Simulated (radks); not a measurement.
Values are calculated unless marked as measured or tabulated.
All-electron atom: the cobalt ion Co2+ in [Ar] 3d7 (the NIST ground configuration). Code: a radial shooting solver on a logarithmic mesh with Libxc functionals. Model: scalar-relativistic Kohn-Sham, r2SCAN, spin-polarised, spherical densities, finite nucleus; open shells are filled with parallel spins first; meta-GGA in the generalised Kohn-Sham scheme; Fermi nuclear charge, rms radius 3.7875 fm.

Unscreened Slater integrals over Kohn-Sham orbitals (cm^-1). They are taken over the spin-up orbitals.

F0(3d,3d): 204170
F2(3d,3d): 93790
F4(3d,3d): 58221
F0(3d,3p): 221480
F2(3d,3p): 104190
G1(3d,3p): 129150
G3(3d,3p): 78113
F0(3d,3s): 226450
G2(3d,3s): 97948
F0(3p,3p): 243530
F2(3p,3p): 121840
F0(3p,3s): 249400
G1(3p,3s): 165310
F0(3s,3s): 255810

Derived for the open shells (J is the average intra-shell exchange parameter used in DFT+U). 3d: Racah B = F2/49 - 5 F4/441 = 1254 cm^-1, C = 35 F4/441 = 4621 cm^-1, C/B = 3.68, F4/F2 = 0.621, J = (F2 + F4)/14 = 10860 cm^-1.
